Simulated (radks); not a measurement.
Question: Successive ionisation energies (eV) of one element, from differences of total energies of ions in their ground configurations, starting at charge 22: 609.17, 823.62, 867.58, 912.16, 957.37, 1003.2, 1049.6, 1109.5, 1157.7, 1206.4, 1255.7, 1443.1, 1492.3, 1541.8, 1591.6, 1711.2, 1763.6, 1899.9, 1952.8, 3296.5, 3413.3, 3531.6. Calculated with a radial shooting solver on a logarithmic mesh with Libxc functionals: Dirac Kohn-Sham, exchange-only PBE, spin-unpolarised, spherical densities, finite nucleus; open shells fill j = l - 1/2 first; Fermi nuclear charge, rms radius 5.2256 fm. Which element is it?

Answer: Thulium (Z = 69). The first species listed is Tm22+ in [Kr] 4d10 4f1, the last Tm43+ in [Ar] 3d8.
